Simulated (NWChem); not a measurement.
Molecule: C3H4ClF; SMILES F/C(Cl)=C\C

Problem. Give the equilibrium geometry at B3LYP/6-31G* (spherical d) (NWChem) as an XYZ file, with the point group.

Solution. point group Cs; any orientation.
```
9

C     -0.3350     2.3828     0.0000
C     -0.7363     0.9357     0.0000
C      0.1321    -0.0700     0.0000
F      1.4592     0.1036     0.0000
Cl    -0.2926    -1.7586     0.0000
H     -0.7352     2.8982    -0.8824
H      0.7515     2.4964     0.0000
H     -0.7352     2.8982     0.8824
H     -1.7915     0.6835     0.0000
```
